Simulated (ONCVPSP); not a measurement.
# Br (Z = 35): one change to an ONCV potential, before and after

ONCVPSP 4.0.1 input, shortened (lines: element, Z, core and valence counts, functional; n l f; lmax; l rc ep ncon nbas qcut; lloc lpopt rc5 dvloc0; l nproj debl; icmod fcfact rcfact), PBE, scalar-relativistic:

```
  Br 35.00    5    3        4      upf
    1    0    2.00
    2    0    2.00
    2    1    6.00
    3    0    2.00
    3    1    6.00
    3    2   10.00
    4    0    2.00
    4    1    5.00
    2
    0    1.50    0.00    4    7    4.40
    1    1.75    0.00    4    7    4.40
    2    1.10    0.00    5   10   14.00
    4    5    1.05    0.00
    0    2    1.90
    1    2    1.70
    2    2    2.00
    1    0.50    0.00
```

In the d channel the program set the typed energies aside and used -2.452, 0.250 Ha.

All-electron outer shells of the reference configuration (PBE, scalar-relativistic, ld1.x):

```tsv
shell	level (eV)	outermost node (bohr)	outermost maximum (bohr)
3s	-238.08	0.23	0.48
3p	-173.49	0.21	0.48
3d	-66.72	–	0.43
4s	-20.13	0.67	1.41
4p	-7.86	0.70	1.66
```

Change: local potential polynomial inside 1.05 bohr (lpopt 5, dvloc0 -2.5 Ha).

Cutoffs: the cutoffs (Ha) at which the residual kinetic energy of the hardest occupied pseudo-wave falls to 1 and 0.1 mHa per electron; they do not see the model core or the augmentation charge, which bear on the density cutoff. Errors are all-electron minus pseudo energies relative to the spin-unpolarised reference configuration.

Q: How do hardness, ghosts and transferability respond?

A: The potential gets neither clearly harder nor softer (90 Ha and 119 Ha → 90 Ha and 119 Ha); the lowest positive-energy flag moves from s at 61.5 eV to s at 20.9 eV; the errors of the 4 common tests hardly move; the range in which the s phases agree widens (upper end 2.2 → at the end of the scan); neither file shows a bound ghost.

```csv
quantity,base,changed
"cutoff, loose",90 Ha,90 Ha
"cutoff, tight",119 Ha,119 Ha
bound ghosts,none,none
GHOST(+) flags under 300 eV,s at 61.5 eV,"s at 20.9 eV, p at 169.5 eV"
"error for 3d10 4s2 4p4, meV [ΔE 12.55 eV]",-2.3,-2.3
"error for 3d10 4s2 4p3, meV [ΔE 35.31 eV]",-6.7,-6.7
"error for 3d10 4s2 4p2, meV [ΔE 69.30 eV]",-14,-14
"error for 3d10 4s2 4p4.5, meV [ΔE 5.07 eV]",-1.0,-0.9
s: phases at 1.52 bohr within 0.05 rad from the reference energy up to (Ha; the scan ends near 5),2.2,to the end of the scan
p: phases at 1.78 bohr within 0.05 rad from the reference energy up to (Ha; the scan ends near 5),4.1,4.1
d: phases at 1.11 bohr within 0.05 rad from the reference energy up to (Ha; the scan ends near 5),to the end of the scan,to the end of the scan
"rms error of d²Exc/dni dnj with the model core, mHa",1.30,1.30
```
